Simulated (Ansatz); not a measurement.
Potential energy curve for NB, triplet.

Levels: UKS-PBE = unrestricted PBE/cc-pVDZ (Ansatz, a first-principles code); UKS-B3LYP = unrestricted B3LYP/cc-pVDZ in Ansatz; FCI = full CI/cc-pVDZ, frozen core (Ansatz).

Energies relative to the lowest point of each curve between 1.11 and 1.66 Å, where full CI is lowest, in kcal/mol; the last columns give the error against full CI:

```json
[
 {"R / Å": "1.11", "UKS-PBE": "51.9", "UKS-B3LYP": "47.2", "FCI": "55.0", "UKS-PBE − FCI": "-3.1", "UKS-B3LYP − FCI": "-7.8"},
 {"R / Å": "1.22", "UKS-PBE": "11.2", "UKS-B3LYP": "8.6", "FCI": "12.5", "UKS-PBE − FCI": "-1.3", "UKS-B3LYP − FCI": "-3.9"},
 {"R / Å": "1.28", "UKS-PBE": "2.5", "UKS-B3LYP": "1.2", "FCI": "3.2", "UKS-PBE − FCI": "-0.7", "UKS-B3LYP − FCI": "-2.0"},
 {"R / Å": "1.35", "UKS-PBE": "0.0", "UKS-B3LYP": "0.0", "FCI": "0.0", "UKS-PBE − FCI": "0.0", "UKS-B3LYP − FCI": "0.0"},
 {"R / Å": "1.42", "UKS-PBE": "3.0", "UKS-B3LYP": "4.2", "FCI": "2.3", "UKS-PBE − FCI": "0.7", "UKS-B3LYP − FCI": "1.8"},
 {"R / Å": "1.48", "UKS-PBE": "8.4", "UKS-B3LYP": "10.4", "FCI": "7.1", "UKS-PBE − FCI": "1.3", "UKS-B3LYP − FCI": "3.2"},
 {"R / Å": "1.53", "UKS-PBE": "14.2", "UKS-B3LYP": "16.7", "FCI": "12.3", "UKS-PBE − FCI": "1.9", "UKS-B3LYP − FCI": "4.3"},
 {"R / Å": "1.56", "UKS-PBE": "18.1", "UKS-B3LYP": "20.7", "FCI": "15.8", "UKS-PBE − FCI": "2.3", "UKS-B3LYP − FCI": "4.9"},
 {"R / Å": "1.61", "UKS-PBE": "24.8", "UKS-B3LYP": "27.7", "FCI": "21.9", "UKS-PBE − FCI": "2.9", "UKS-B3LYP − FCI": "5.8"},
 {"R / Å": "1.66", "UKS-PBE": "31.9", "UKS-B3LYP": "34.0", "FCI": "28.3", "UKS-PBE − FCI": "3.6", "UKS-B3LYP − FCI": "5.7"}
]
```

UKS-PBE is furthest from FCI at 1.66 (3.6 kcal/mol, above); its mean absolute error over the points is 1.8 kcal/mol.

UKS-B3LYP is furthest from FCI at 1.11 (-7.8 kcal/mol, below); its mean absolute error over the points is 4.0 kcal/mol.

The scan ran from 1.11 to 5.22 Å; beyond the distances shown full CI changes its symmetry label.
